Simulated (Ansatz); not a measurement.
One geometry of Cu(PH3)Me (CH6CuP), several levels of theory.

```yaml
crystal:
  periodic: [false, false, false]
  atoms:
    - {symbol: Cu, position_ang: [0.004056, 0.007953, -0.217663]}
    - {symbol: P, position_ang: [-0.000991, -0.009895, 1.952287]}
    - {symbol: H, position_ang: [1.216764, -0.101595, 2.664393]}
    - {symbol: H, position_ang: [-0.686482, -1.034374, 2.644215]}
    - {symbol: H, position_ang: [-0.543183, 1.080178, 2.670758]}
    - {symbol: C, position_ang: [0.002821, 0.013807, -2.130269]}
    - {symbol: H, position_ang: [-1.018487, 0.014816, -2.526718]}
    - {symbol: H, position_ang: [0.512570, -0.869526, -2.530416]}
    - {symbol: H, position_ang: [0.512933, 0.898626, -2.526577]}
basis:
  gaussian: {orbitals: 6-31G}
hamiltonian: {xc: {name: B3LYP}, dispersion: d4}
scf: {omitted_lower_state_checks: [starts]}
output: {orbitals: {seedname: orbitals}}
```

The file start.molden holds the orbitals of an earlier run on this structure, at another level or in another basis.

```sh
$ ansatz run in.yaml --threads 2 --pin off --events-out ev --progress --plain --max-ram 4352MiB
```

Output, abridged:

```
Functional definition: B3LYP
  name "B3LYP"
  cite "Stephens, Devlin, Chabalowski & Frisch, J. Phys. Chem. 98, 11623 (1994) doi:10.1021/j100096a001"
  cite "Becke, Phys. Rev. A 38, 3098 (1988) doi:10.1103/PhysRevA.38.3098"
  cite "Lee, Yang & Parr, Phys. Rev. B 37, 785 (1988) doi:10.1103/PhysRevB.37.785"
  cite "Vosko, Wilk & Nusair, Can. J. Phys. 58, 1200 (1980) doi:10.1139/p80-159"
  parameter a0 = 0.2
  parameter ax = 0.72
  parameter ac = 0.81
  exchange = (1 - a0 - ax)*slater_x + ax*b88_x + a0*exact_x
  correlation = (1 - ac)*vwn_rpa_c + ac*lyp_c
these checks for a lower state are left out or cut short: starts
742 factors; integrals over basis functions are off by at most 2.3e-4 eV
mean field evaluation 1: about -55046.8242 eV, gradient 6.4e1 eV
mean field evaluation 2: about -54254.5848 eV, gradient 5.2e2 eV
mean field evaluation 4: about -55055.0285 eV, gradient 1.7e1 eV
mean field evaluation 8: about -55055.5695 eV, gradient 4.9e-1 eV
mean field evaluation 16: about -55055.7262 eV, gradient 9.0e-5 eV
mean field -55055.72616108 eV, -2023.2606183081 hartree, gradient 2.2e-5 eV, S^2 0.000000; 0 other end points of the search recorded, 0 dependent functions left out
reference -55055.72642765 eV, -2023.2606281044 hartree; 28, 28 occupied and 35, 35 virtual orbitals, 742 factors
Total energy: -55055.97648123 eV, -2023.2698174040 hartree
Checks for a lower state left out: starts
```

It took 1.3 s on 2 threads of Arm Neoverse V2 on a shared host.

As the first input, with `gaussian: {orbitals: def2-TZVP, initial_orbitals: start.molden}`, `hamiltonian: {xc: {name: r2SCAN0}, dispersion: d4}` (abridged; 5.5 s):

```
Functional definition: r2SCAN0
mean field -55061.78741194 eV, -2023.4833651689 hartree, gradient 1.2e-5 eV, S^2 0.000000
Total energy: -55061.83139834 eV, -2023.4849816393 hartree
Checks for a lower state left out: starts
```

As the first input, with `gaussian: {orbitals: STO-3G}`, `hamiltonian: {xc: hf}` (abridged; 0.55 s):

```
Functional definition: HF
mean field evaluation 16: about -54364.6353 eV, gradient 5.8e-1 eV
mean field evaluation 32: about -54368.6277 eV, gradient 1.5e-2 eV
mean field -54368.62774550 eV, -1998.0102172677 hartree, gradient 5.9e-6 eV, S^2 0.000000
Total energy: -54368.62774550 eV, -1998.0102172677 hartree
Checks for a lower state left out: starts
```

As the first input, with `gaussian: {orbitals: def2-TZVP, initial_orbitals: start.molden}`, `hamiltonian: {xc: {name: B2PLYP}}`, `correlation: {frozen_orbitals: {C: 1, Cu: 9, H: 0, P: 5}}` and without the key `output` (abridged; 4.8 s):

```
Functional definition: B2PLYP
mean field -55044.96171989 eV, -2022.8650323910 hartree, gradient 1.9e-6 eV, S^2 0.000000
15 core orbitals not correlated: weight in the atoms' cores, before any rotation towards them, 1.000 or more for the frozen orbitals, at most 0.000 for the correlated occupied ones
second order -27.84691826 eV of doubles, -0.00000000 eV of singles
Total energy: -55052.48057546 eV, -2023.1413452365 hartree
Checks for a lower state left out: starts
```

As the first input, with `gaussian: {orbitals: def2-TZVP, initial_orbitals: start.molden}` (abridged; 2.9 s):

```
Functional definition: B3LYP
mean field -55067.51211169 eV, -2023.6937440044 hartree, gradient 7.8e-5 eV, S^2 0.000000
Total energy: -55067.76246468 eV, -2023.7029443069 hartree
Checks for a lower state left out: starts
```

As the first input, with `gaussian: {orbitals: def2-TZVP, initial_orbitals: start.molden}`, `hamiltonian: {xc: pbe0, dispersion: d4}` (abridged; 2.7 s):

```
Functional definition: PBE0
mean field -55053.63586916 eV, -2023.1838014970 hartree, gradient 8.4e-6 eV, S^2 0.000000
Total energy: -55053.76581281 eV, -2023.1885768382 hartree
Checks for a lower state left out: starts
```

As the first input, with `gaussian: {orbitals: def2-TZVP, initial_orbitals: start.molden}`, `hamiltonian: {xc: r2scan, dispersion: d4}`, `output: {forces: true, orbitals: {seedname: orbitals}}` (abridged; 5.5 s):

```
Functional definition: r2SCAN
mean field -55063.67676758 eV, -2023.5527977078 hartree, gradient 9.4e-6 eV, S^2 0.000000
Total energy: -55063.71357285 eV, -2023.5541502766 hartree
Atom 0 force    -0.001130    -0.001950     0.009300 eV/Å
Atom 1 force    -0.000872    -0.001263    -0.009050 eV/Å
Atom 2 force    -0.000569     0.000854    -0.000016 eV/Å
Atom 3 force     0.000532     0.000664     0.001907 eV/Å
Atom 4 force     0.001121     0.000109    -0.000275 eV/Å
Atom 5 force     0.000545     0.001079     0.011145 eV/Å
Atom 6 force     0.001239     0.000094    -0.004636 eV/Å
Atom 7 force    -0.000379     0.001141    -0.004660 eV/Å
Atom 8 force    -0.000487    -0.000729    -0.003714 eV/Å
Dipole moment:    -0.001361    -0.006613     1.013212 e Å
Checks for a lower state left out: starts
```

Geometry: r2SCAN-D4/def2-TZVP.

The 6-31G sets use Cartesian d functions. B3LYP takes the VWN-RPA correlation. Correlated methods freeze 15 core orbitals.
